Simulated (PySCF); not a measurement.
Dipole response of Cu²⁺ (copper, charge +2)

[Ar] 3d8 4s1, high-spin 4F determinant (an excited configuration). Calculation: PySCF 2.14, in def2-TZVPPD; no relativity, point nucleus. Coupled (time-dependent) response in atomic units; α is the mean over directions.

```json
{"method": "PBEsol", "mean α (bohr³)": "15.05", "C₆ (like pair)": "54.27", "S(−4)": "201.4"}
```

S(−4) is the Cauchy moment in α(ω) = α(0) + S(−4) ω² + …

α(iu) at PBEsol:

```json
{"u (hartree)": "0", "α(iu) (bohr³)": "15.05"}
{"u (hartree)": "0.0500", "α(iu) (bohr³)": "14.57"}
{"u (hartree)": "0.100", "α(iu) (bohr³)": "13.31"}
{"u (hartree)": "0.200", "α(iu) (bohr³)": "10.05"}
{"u (hartree)": "0.300", "α(iu) (bohr³)": "7.381"}
{"u (hartree)": "0.500", "α(iu) (bohr³)": "4.416"}
{"u (hartree)": "0.750", "α(iu) (bohr³)": "2.821"}
{"u (hartree)": "1.00", "α(iu) (bohr³)": "2.054"}
{"u (hartree)": "1.50", "α(iu) (bohr³)": "1.334"}
{"u (hartree)": "2.00", "α(iu) (bohr³)": "0.9958"}
{"u (hartree)": "3.00", "α(iu) (bohr³)": "0.6588"}
{"u (hartree)": "5.00", "α(iu) (bohr³)": "0.3621"}
```

A single London oscillator, α(iu) = α/(1 + u²/ω²), gives C₆ = (3/4) ω α². Matching the computed C₆ needs ω = 4 × 54.27 / (3 × 15.05²) = 0.319 hartree.

For an ion, C₆ is the dispersion term alone; charge-induced terms of lower order in 1/R come first.
